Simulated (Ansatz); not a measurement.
Consider the ligand exchange at a Ga–O bond: `[OH][GaH][BH][SiH3]` + NH₃ → `[NH2][GaH][BH][SiH3]` + H₂O.

Computed with Ansatz on PBE0-D4/def2-TZVP structures; ΔE is electronic, products minus reactants. CCSD(T)/CBS adds triple-zeta CCSD(T) − MP2 to the extrapolated MP2 energy (def2 sets, frozen cores). This one scheme is used for every species. DFT in def2-TZVPP. B3LYP here is the variant with VWN-RPA as its local correlation; programs differ in this. For Ga outer-core shells are correlated without core-valence functions, which leaves a few kJ/mol of doubt a bond. Scalar relativity is left out up to krypton. Each species was taken in one conformer, which may not be the lowest.

```json
{"species": "`[OH][GaH][BH][SiH3]`", "B3LYP-D4 energy (Eh)": "-2318.15110"}
{"species": "NH₃", "B3LYP-D4 energy (Eh)": "-56.58929"}
{"species": "`[NH2][GaH][BH][SiH3]`", "B3LYP-D4 energy (Eh)": "-2298.26526"}
{"species": "H₂O", "B3LYP-D4 energy (Eh)": "-76.46698"}
```

Q: Work out ΔE.

A: ΔE = (-2298.26526) + (-76.46698) − (-2318.15110) − (-56.58929) = 0.00815 Eh = +21.4 kJ/mol. CCSD(T)/CBS gives +14.4 kJ/mol.

Q: What do rigid-rotor, harmonic-oscillator terms from PBE0-D4/def2-TZVP frequencies (298.15 K, 1 bar) make of the CCSD(T)/CBS value? (An estimate is asked.)

A: Computed: ΔZPE = -3.1 kJ/mol, ΔH = +12.6 kJ/mol, ΔS = 4 J/(mol·K), ΔG = +11.5 kJ/mol. Modes under 50 cm⁻¹ make the entropy rough.

Largest T1 diagnostic among the species: 0.015.

In def2-TZVPP, CCSD(T) changes the Hartree–Fock value by −6.9 kJ/mol (the triples alone add −0.3 kJ/mol) and MP2 by −7.4 kJ/mol. Leaving LDA and LC-ωPBE aside and taking each functional with its dispersion term where it has one, the values, not all of them listed here, spread over 8.5 kJ/mol, from PBE0-D4 to B97M-V. LDA lies −8.2 kJ/mol from PBE without D4.
